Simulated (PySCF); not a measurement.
C2H12NSi3 (doublet state).
Z-matrix (Å and degrees, GFN2-xTB geometry), rows numbered from 1:
```
C 
N   1  1.4407
Si  2  1.7134  1  124.46
Si  3  2.3270  2  103.87  1  -174.79
C   4  1.8358  3  109.57  2    51.51
Si  5  1.8583  4  126.87  3   -72.02
H   1  1.0959  2  112.55  3   -89.25
H   1  1.0874  2  108.74  3    30.50
H   1  1.0919  2  110.22  3   149.57
H   2  1.0079  1  111.89  3   156.30
H   3  1.4794  2  114.15  1    61.84
H   3  1.4696  2  105.55  1   -52.92
H   4  1.4699  3  108.49  2   173.77
H   4  1.4718  3  109.17  2   -69.90
H   5  1.0836  4  116.26  3    92.61
H   6  1.4683  5  110.26  4  -152.25
H   6  1.4688  5  109.80  4   -31.59
H   6  1.4738  5  112.27  4    88.07
```

The hyperfine couplings belong to this conformer and change with its torsions.

As a line formula: `CN[SiH2][SiH2][CH][SiH3]` [radical].

Theory: UKS B3LYP, pcH-1 on C H N Si, non-relativistic, mean-field spin-orbit, GIAO in PySCF 2.14.0. One conformer (not necessarily the lowest) at the GFN2-xTB geometry, without solvent, vibrations or thermal averaging. Couplings are sensitive to structure, and on GFN2-xTB geometries they can be far from those on DFT ones. No stability test was run, so a lower SCF solution isn't excluded.

Principal values of hyperfine tensors in MHz (contact, dipolar and spin–orbit terms together), for some of the nuclei:

```json
{"atom": "H18", "isotope": "1H", "A1": "86.16", "A2": "88.15", "A3": "93.86"}
{"atom": "C5", "isotope": "13C", "A1": "13.34", "A2": "14.17", "A3": "222.53"}
{"atom": "H15", "isotope": "1H", "A1": "-84.34", "A2": "-51.84", "A3": "-16.30"}
{"atom": "Si4", "isotope": "29Si", "A1": "44.84", "A2": "46.78", "A3": "49.27"}
{"atom": "Si6", "isotope": "29Si", "A1": "40.35", "A2": "42.98", "A3": "44.34"}
{"atom": "H14", "isotope": "1H", "A1": "33.93", "A2": "34.77", "A3": "41.79"}
{"atom": "H16", "isotope": "1H", "A1": "26.79", "A2": "27.65", "A3": "35.19"}
{"atom": "H11", "isotope": "1H", "A1": "19.28", "A2": "20.44", "A3": "22.96"}
```

Q: Give the isotropic coupling of each nucleus in MHz and in mT (g = 2.0027), and the anisotropic part.

A: a_iso = (A1 + A2 + A3)/3, Ti = Ai − a_iso; 1 mT corresponds to 28.030 MHz. The tensors hold a spin–orbit part: the run splits a_iso into a_FC + a_SO, and T includes its anisotropic share.

| atom | a_iso (MHz) | a_FC | a_SO | a_iso (mT) | T1 | T2 | T3 |
| --- | --- | --- | --- | --- | --- | --- | --- |
| H18 | 89.39 | 89.39 | 0.00 | 3.189 | -3.23 | -1.24 | 4.47 |
| C5 | 83.35 | 83.42 | -0.08 | 2.973 | -70.01 | -69.17 | 139.18 |
| H15 | -50.83 | -50.84 | 0.02 | -1.813 | -33.51 | -1.01 | 34.53 |
| Si4 | 46.96 | 47.04 | -0.08 | 1.675 | -2.13 | -0.18 | 2.31 |
| Si6 | 42.56 | 42.63 | -0.07 | 1.518 | -2.20 | 0.42 | 1.78 |
| H14 | 36.83 | 36.83 | 0.00 | 1.314 | -2.90 | -2.06 | 4.96 |
| H16 | 29.88 | 29.88 | 0.00 | 1.066 | -3.09 | -2.22 | 5.32 |
| H11 | 20.89 | 20.89 | 0.00 | 0.745 | -1.61 | -0.46 | 2.07 |

Q: What spin density at the nucleus of Si4 lies behind its contact coupling (g_N = -1.11058)?

A: a_FC = 800.24 MHz bohr³ × g_N × ρ(0)/(2S). With a_FC = 47.04 MHz and 2S = 1, ρ(0) = -0.05293 bohr⁻³. The nuclear moment is negative, so coupling and spin density have opposite signs.

Q: Si3 (29Si, g_N = -1.11058) isn't in the table. Its spin density at the nucleus is 0.08028 bohr⁻³. What is its contact coupling?

A: By the same relation, a_FC = -71.3 MHz. The spin–orbit term adds +0.10 MHz. Its full tensor has the principal values -89.08, -62.65, -62.03 MHz.

Q: Name the largest traceless tensor T of the table and describe it.

A: C5: -70.0, -69.2, 139.2 MHz, axial, in the ratio −1:−1:+2, the form that spin in one p orbital centred on that nucleus gives.

Q: What first-order splitting does H18 cause when the field lies along A1, A2 or A3 of its tensor (g taken as isotropic, no quadrupole term)?

A: 2 lines (I = 1/2), spaced by |A_i|/(g × 13.996): 3.07, 3.14, 3.35 mT along the axes of A1, A2 and A3.
